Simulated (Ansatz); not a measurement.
`FC(Br)Br`. Charge 0, multiplicity 1. Correlated methods include outer-core shells of Br, which these sets cover unevenly. Scalar relativity is left out up to krypton.

```xyz
5

F    -0.1289   -1.2621   -0.6182
C     0.1221   -0.0935   -0.0175
Br   -0.2788    1.3548   -1.2240
Br   -0.8894    0.0248    1.6185
H     1.1750   -0.0241    0.2411
```

Question: Give the diagnostics of a CCSD(T)/def2-TZVPP run (frozen core, Ansatz 0.2.0). (Estimate.)

Answer: Ansatz gave: T1 = 0.0088, largest single amplitude 0.021, largest double 0.040, (T) share of the correlation energy 3.5 %, 9 CCSD cycles. The RHF solution is stable towards an unrestricted one. T1 lies under the customary mark of 0.02 for closed shells.
